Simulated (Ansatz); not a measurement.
**Nudged elastic band run: C2H11AlOSi**

Input file:

```yaml
crystal:
  periodic: [false, false, false]
  atoms:
    - { symbol: Al, position_ang: [0.607862, -0.376824, -0.914022] }
    - { symbol: H, position_ang: [2.13989, -0.205876, -1.369907] }
    - { symbol: C, position_ang: [0.101997, -2.09386, -0.04497] }
    - { symbol: C, position_ang: [-0.769358, 0.572818, -1.987293] }
    - { symbol: H, position_ang: [1.714768, 1.194268, 0.698973] }
    - { symbol: O, position_ang: [0.828243, 0.851917, 0.713565] }
    - { symbol: Si, position_ang: [-0.1721, 1.215247, 2.045833] }
    - { symbol: H, position_ang: [0.831934, -2.419031, 0.705358] }
    - { symbol: H, position_ang: [-0.878604, -2.057849, 0.444908] }
    - { symbol: H, position_ang: [0.042889, -2.89834, -0.787782] }
    - { symbol: H, position_ang: [-1.739306, 0.635587, -1.47949] }
    - { symbol: H, position_ang: [-0.470179, 1.594196, -2.248362] }
    - { symbol: H, position_ang: [-0.951163, 0.049935, -2.933965] }
    - { symbol: H, position_ang: [0.368173, 0.5397, 3.238994] }
    - { symbol: H, position_ang: [-0.150811, 2.67734, 2.236077] }
    - { symbol: H, position_ang: [-1.504335, 0.720776, 1.682082] }
basis:
  gaussian: { orbitals: def2-SVP }
hamiltonian:
  xc: hf
neb:
  order_check: false
  images: 4
  f_tol: 0.05
  max_iterations: 60
  climbing: false
  final_atoms:
    - { symbol: Al, position_ang: [-0.3667975, -0.41720687, -0.38735344] }
    - { symbol: H, position_ang: [2.78811725, 0.47204412, -0.95110667] }
    - { symbol: C, position_ang: [0.24062941, -2.27838282, -0.24866181] }
    - { symbol: C, position_ang: [-1.00269215, 0.40596526, -2.05223025] }
    - { symbol: H, position_ang: [2.61214095, 0.89856713, -0.36275939] }
    - { symbol: O, position_ang: [-0.37427701, 0.53434179, 1.02287809] }
    - { symbol: Si, position_ang: [-0.39185755, 1.43773181, 2.37716634] }
    - { symbol: H, position_ang: [0.96012683, -2.42071159, 0.56281977] }
    - { symbol: H, position_ang: [-0.60697576, -2.9434235, -0.04158406] }
    - { symbol: H, position_ang: [0.69923262, -2.63614645, -1.17606874] }
    - { symbol: H, position_ang: [-1.88011632, 1.03765823, -1.8835228] }
    - { symbol: H, position_ang: [-0.22950378, 1.05431843, -2.48041965] }
    - { symbol: H, position_ang: [-1.26086251, -0.33224048, -2.81679013] }
    - { symbol: H, position_ang: [-0.37119538, 0.57786803, 3.58533135] }
    - { symbol: H, position_ang: [0.79403543, 2.32791377, 2.42158774] }
    - { symbol: H, position_ang: [-1.61010453, 2.28170714, 2.43071267] }
  initial_path:
    images:
      - { positions_ang: [[0.607862, -0.376824, -0.914022], [2.13989, -0.205876, -1.369907], [0.101997, -2.09386, -0.04497], [-0.769358, 0.572818, -1.987293], [1.714768, 1.194268, 0.698973], [0.828243, 0.851917, 0.713565], [-0.1721, 1.215247, 2.045833], [0.831934, -2.419031, 0.705358], [-0.878604, -2.057849, 0.444908], [0.042889, -2.89834, -0.787782], [-1.739306, 0.635587, -1.47949], [-0.470179, 1.594196, -2.248362], [-0.951163, 0.049935, -2.933965], [0.368173, 0.5397, 3.238994], [-0.150811, 2.67734, 2.236077], [-1.504335, 0.720776, 1.682082]] }
      - { positions_ang: [[0.39390586, -0.43445852, -0.88454739], [2.00839836, 0.04095064, -1.01668713], [0.20548178, -2.21134682, -0.12673107], [-0.82099159, 0.54446371, -2.08372831], [1.49973636, 0.97230983, 0.51098816], [0.54526986, 0.79829226, 0.80880896], [-0.1558291, 1.33228606, 2.15698289], [0.94061124, -2.40102546, 0.64659582], [-0.74089269, -2.38164023, 0.33095403], [0.32415259, -2.96160091, -0.88206392], [-1.73985884, 0.80635261, -1.61179531], [-0.37076959, 1.45586589, -2.41374049], [-1.08713837, -0.00787052, -2.98313928], [0.16655318, 0.54099106, 3.31431084], [0.29935648, 2.59044527, 2.33218194], [-1.46808552, 1.31598914, 1.90160925]] }
      - { positions_ang: [[0.17994972, -0.49209304, -0.85507277], [1.87690672, 0.28777728, -0.66346726], [0.30896655, -2.32883365, -0.20849214], [-0.87262518, 0.51610941, -2.18016362], [1.28470471, 0.75035166, 0.32300332], [0.26229672, 0.74466752, 0.90405293], [-0.1395582, 1.44932513, 2.26813278], [1.04928849, -2.38301992, 0.58783365], [-0.60318137, -2.70543145, 0.21700005], [0.60541618, -3.02486182, -0.97634584], [-1.74041168, 0.97711822, -1.74410062], [-0.27136018, 1.31753578, -2.57911899], [-1.22311374, -0.06567604, -3.03231356], [-0.03506665, 0.54228211, 3.38962768], [0.74952395, 2.50355053, 2.42828689], [-1.43183605, 1.91120228, 2.12113651]] }
      - { positions_ang: [[-0.01498218, -0.50016961, -0.74973906], [2.00655217, 0.4233613, -0.57970719], [0.33669303, -2.36573821, -0.2492305], [-0.91929201, 0.48273886, -2.19315107], [1.4641793, 0.69121148, 0.11065685], [0.02179272, 0.68115248, 0.96591555], [-0.18350971, 1.49382209, 2.33439944], [1.07492705, -2.38335604, 0.559326], [-0.54885572, -2.88254635, 0.11970164], [0.7366849, -2.97242311, -1.05400319], [-1.76857374, 1.05753247, -1.82490719], [-0.22322514, 1.20956027, -2.62553052], [-1.28505364, -0.14211114, -3.00887859], [-0.18294032, 0.54991572, 3.45889515], [0.93849324, 2.43366528, 2.46538903], [-1.45298995, 2.2233885, 2.27086264]] }
      - { positions_ang: [[-0.19088984, -0.45868824, -0.56854625], [2.39733471, 0.44770271, -0.76540693], [0.28866122, -2.32206052, -0.24894616], [-0.96099208, 0.44435206, -2.12269066], [2.03816013, 0.7948893, -0.12605127], [-0.17624214, 0.60774713, 0.99439682], [-0.28768363, 1.46577695, 2.35578289], [1.01752694, -2.40203381, 0.56107288], [-0.57791574, -2.91298492, 0.03905879], [0.71795876, -2.80428478, -1.11503596], [-1.82434503, 1.04759535, -1.85421499], [-0.22636446, 1.13193935, -2.55297508], [-1.27295808, -0.23717581, -2.91283436], [-0.27706785, 0.56389187, 3.52211325], [0.86626434, 2.38078953, 2.44348839], [-1.53154724, 2.25254782, 2.35078765]] }
      - { positions_ang: [[-0.3667975, -0.41720687, -0.38735344], [2.78811725, 0.47204412, -0.95110667], [0.24062941, -2.27838282, -0.24866181], [-1.00269215, 0.40596526, -2.05223025], [2.61214095, 0.89856713, -0.36275939], [-0.37427701, 0.53434179, 1.02287809], [-0.39185755, 1.43773181, 2.37716634], [0.96012683, -2.42071159, 0.56281977], [-0.60697576, -2.9434235, -0.04158406], [0.69923262, -2.63614645, -1.17606874], [-1.88011632, 1.03765823, -1.8835228], [-0.22950378, 1.05431843, -2.48041965], [-1.26086251, -0.33224048, -2.81679013], [-0.37119538, 0.57786803, 3.58533135], [0.79403543, 2.32791377, 2.42158774], [-1.61010453, 2.28170714, 2.43071267]] }
```

Run as:

```bash
$ ansatz run input.yaml --threads 2 --pin off --max-ram 3072MiB --backend cpu --events-out ev --progress --plain --runs-dir out
```

Output, in part (warnings, iteration lines, the closing report on the highest movable image, with atoms numbered from 0):

```
NEB end point (image 0): max|allowed force component| = 2.439e-2 eV/Å (the criterion of neb.relax_end_points is 1.000e-2)
NEB end point (image 5): max|allowed force component| = 1.935e-2 eV/Å (the criterion of neb.relax_end_points is 1.000e-2)
NEB iter   1: max|band force component| = 4.736e0 eV/Å  barrier→ = 1.6027 eV  barrier← = 2.3084 eV  Δτ_max = 0.2000 Å  (190 SCF iters)
NEB iter   2: max|band force component| = 2.626e0 eV/Å  barrier→ = 0.9081 eV  barrier← = 1.6138 eV  Δτ_max = 0.1995 Å  (118 SCF iters)
NEB iter   3: max|band force component| = 2.456e0 eV/Å  barrier→ = 0.5700 eV  barrier← = 1.2757 eV  Δτ_max = 0.0990 Å  (115 SCF iters)
NEB iter   4: max|band force component| = 1.427e0 eV/Å  barrier→ = 0.3484 eV  barrier← = 1.0541 eV  Δτ_max = 0.0992 Å  (118 SCF iters)
NEB iter   5: max|band force component| = 5.049e-1 eV/Å  barrier→ = 0.2444 eV  barrier← = 0.9501 eV  Δτ_max = 0.1978 Å  (119 SCF iters)
NEB iter   6: max|band force component| = 9.374e-1 eV/Å  barrier→ = 0.1690 eV  barrier← = 0.8747 eV  Δτ_max = 0.1003 Å  (117 SCF iters)
NEB iter   7: max|band force component| = 2.180e-1 eV/Å  barrier→ = 0.1367 eV  barrier← = 0.8424 eV  Δτ_max = 0.2000 Å  (118 SCF iters)
NEB iter   8: max|band force component| = 3.624e-1 eV/Å  barrier→ = 0.1228 eV  barrier← = 0.8285 eV  Δτ_max = 0.1000 Å  (116 SCF iters)
NEB iter   9: max|band force component| = 3.250e-1 eV/Å  barrier→ = 0.1175 eV  barrier← = 0.8232 eV  Δτ_max = 0.0999 Å  (120 SCF iters)
NEB iter  10: max|band force component| = 2.276e-1 eV/Å  barrier→ = 0.0966 eV  barrier← = 0.8023 eV  Δτ_max = 0.1000 Å  (120 SCF iters)
NEB iter  11: max|band force component| = 1.039e-1 eV/Å  barrier→ = 0.0822 eV  barrier← = 0.7879 eV  Δτ_max = 0.1992 Å  (117 SCF iters)
NEB iter  12: max|band force component| = 1.521e-1 eV/Å  barrier→ = 0.0703 eV  barrier← = 0.7759 eV  Δτ_max = 0.0999 Å  (117 SCF iters)
NEB iter  13: max|band force component| = 1.340e-1 eV/Å  barrier→ = 0.0636 eV  barrier← = 0.7693 eV  Δτ_max = 0.0998 Å  (118 SCF iters)
NEB iter  14: max|band force component| = 8.777e-2 eV/Å  barrier→ = 0.0578 eV  barrier← = 0.7635 eV  Δτ_max = 0.0911 Å  (119 SCF iters)
NEB iter  15: max|band force component| = 5.480e-2 eV/Å  barrier→ = 0.0532 eV  barrier← = 0.7588 eV  Δτ_max = 0.0784 Å  (120 SCF iters)
NEB iter  16: max|band force component| = 3.800e-2 eV/Å  barrier→ = 0.0498 eV  barrier← = 0.7554 eV  Δτ_max = 0.0000 Å  (247 SCF iters)
Total energy: -18711.22725266 eV, -687.6249186099 hartree
Atom 0 at     0.561828    -0.386092    -0.934069 Å, force     0.013173     0.012310     0.008480 eV/Å
Atom 1 at     2.010243    -0.039480    -1.540154 Å, force     0.000352     0.000628    -0.003773 eV/Å
Atom 2 at     0.318838    -2.172083    -0.083209 Å, force     0.016016    -0.002559    -0.010782 eV/Å
Atom 3 at    -1.003082     0.454414    -1.830068 Å, force     0.036216    -0.013131    -0.006488 eV/Å
Atom 4 at     1.671430     1.304796     0.535719 Å, force    -0.023850     0.003584     0.022054 eV/Å
Atom 5 at     0.839219     0.867352     0.673805 Å, force    -0.002471    -0.019215    -0.013352 eV/Å
Atom 6 at    -0.131116     1.344778     1.992112 Å, force     0.020468     0.008231    -0.004865 eV/Å
Atom 7 at     0.298983    -2.126647     1.012091 Å, force     0.005100     0.006479     0.008553 eV/Å
Atom 8 at    -0.616175    -2.650199    -0.392972 Å, force    -0.016606    -0.008807    -0.006815 eV/Å
Atom 9 at     1.131880    -2.856447    -0.348606 Å, force    -0.001806     0.001608    -0.000947 eV/Å
Atom 10 at    -1.943746     0.322220    -1.283372 Å, force    -0.014835     0.005523     0.012375 eV/Å
Atom 11 at    -0.866902     1.528975    -1.997511 Å, force    -0.008918    -0.003919    -0.000704 eV/Å
Atom 12 at    -1.154951     0.003737    -2.818402 Å, force    -0.015807     0.001494     0.005570 eV/Å
Atom 13 at    -0.762286     0.126867     2.514898 Å, force    -0.009949    -0.000452    -0.009645 eV/Å
Atom 14 at     0.778792     1.962672     2.974081 Å, force     0.001516    -0.002531     0.006222 eV/Å
Atom 15 at    -1.133055     2.315141     1.525658 Å, force     0.001399     0.010756    -0.005882 eV/Å
Dipole moment:     0.048788     0.627541     0.838138 e Å
```

The forces met the threshold. No image climbed, so the highest image needn't sit at the top of the path. A band with more images between the same ends climbed to 0.88 eV, so this one has probably stepped over the top. The orbitals stay closed-shell, which can raise the energy where a bond breaks towards radicals; this wasn't checked here.

Final band (atoms are numbered from 1 in the order of the input):

```
image  path coordinate (Å)  energy (kJ/mol)  Al1–H2 (Å)  H5–O6 (Å)  H2–H5 (Å)
    0                 0.00              0.0        1.61       0.95       2.53
    1                 1.73              2.6        1.61       0.95       2.52
    2                 3.46              4.8        1.61       0.95       2.50
    3                 5.19            -34.5        2.29       2.13       0.76
    4                 6.92            -67.7        3.08       3.10       0.75
    5                 8.65            -68.1        3.33       3.31       0.75
```

Time of the run: 2.3 min on 2 threads of Arm Neoverse V1 (shared host), peak memory 0.29 GiB.
